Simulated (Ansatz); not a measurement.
```yaml
crystal:
  periodic: [false, false, false]
  atoms:
    - {symbol: O, position_ang: [2.070082, 1.300920, 0.074534]}
    - {symbol: Ga, position_ang: [1.527534, -0.335796, 0.448807]}
    - {symbol: Cl, position_ang: [2.910214, -1.631029, 1.262992]}
    - {symbol: O, position_ang: [-0.230912, -0.939161, 0.163158]}
    - {symbol: Si, position_ang: [-1.514256, -0.326371, -0.145392]}
    - {symbol: H, position_ang: [1.210087, 1.768209, -0.383793]}
    - {symbol: H, position_ang: [-1.523309, 1.131870, -0.697605]}
    - {symbol: H, position_ang: [-2.112587, -0.941856, -1.366791]}
    - {symbol: H, position_ang: [-2.559323, -0.285478, 0.858821]}
basis:
  gaussian: {orbitals: def2-mTZVPP}
total_charge: -1
magnetization: {spin_polarized: false, initial_magnetization: 1}
hamiltonian: {xc: {name: wB97}}
```

```sh
$ ansatz run in.yaml --threads 4 --pin off --events-out ev --progress --plain --max-ram 10444MiB
```

Output, abridged:

```
Functional definition: wB97
1415 factors; their error is unknown
550 factors; integrals over basis functions are off by at most 9.6e-6 eV
mean field evaluation 1: about -76940.8190 eV, gradient 5.2e1 eV
mean field evaluation 2: about -76938.9738 eV, gradient 6.6e1 eV
mean field evaluation 4: about -76945.2760 eV, gradient 2.0e0 eV
mean field evaluation 8: about -76945.2885 eV, gradient 9.5e-2 eV
mean field evaluation 16: about -76945.2651 eV, gradient 1.2e-3 eV
mean field -76945.26507815 eV, -2827.6863362480 hartree, gradient 2.8e-5 eV, S^2 0.750000; 2 other end points of the search recorded, 0 dependent functions left out
reference -76945.26506858 eV, -2827.6863358963 hartree; 42, 41 occupied and 116, 117 virtual orbitals, 1415 factors
Total energy: -76945.26506858 eV, -2827.6863358963 hartree
```

Hardware: 4 threads of an Intel Xeon on a shared host. Wall time 11 s, peak host memory 0.61 GiB.
